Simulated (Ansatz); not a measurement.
Reaction (ligand exchange at the Si–Br bond): `[SiH3]C[SiH2]Br` + CH₃OH → `CO[SiH2]C[SiH3]` + HBr

Program: Ansatz. Geometries: PBE0-D4/def2-TZVP. ΔE: electronic, gas phase. CCSD(T)/CBS is the MP2 limit (def2-TZVPP, def2-QZVPP) plus CCSD(T) − MP2 in def2-TZVPP, frozen cores. This one scheme is used for every species. DFT in def2-TZVPP. B3LYP here is the variant with VWN-RPA as its local correlation; programs differ in this. For Br outer-core shells are correlated without core-valence functions, which leaves a few kJ/mol of doubt a bond. Scalar relativity is left out up to krypton. One conformer a species, not always the lowest.

```json
{"level": "r2SCAN-D4", "ΔE (kcal/mol)": "1.0"}
{"level": "PBE0-D4", "ΔE (kcal/mol)": "2.6"}
{"level": "PBE", "ΔE (kcal/mol)": "2.8"}
{"level": "B3LYP", "ΔE (kcal/mol)": "0.3"}
{"level": "CCSD/def2-TZVPP", "ΔE (kcal/mol)": "-0.2"}
{"level": "HF/def2-QZVPP", "ΔE (kcal/mol)": "-0.4"}
{"level": "HF/CBS(def2)", "ΔE (kcal/mol)": "-0.4"}
{"level": "CCSD/CBS(def2)", "ΔE (kcal/mol)": "1.2"}
```

Problem. What does CCSD(T)/CBS give? (Best estimate.)

Solution. Computed: +1.3 kcal/mol. The listed levels differ from it by -0.3, 1.3, 1.5, -1.0, -1.5, -1.7, -1.7, -0.1 kcal/mol.

Largest T1 diagnostic among the species: 0.011.
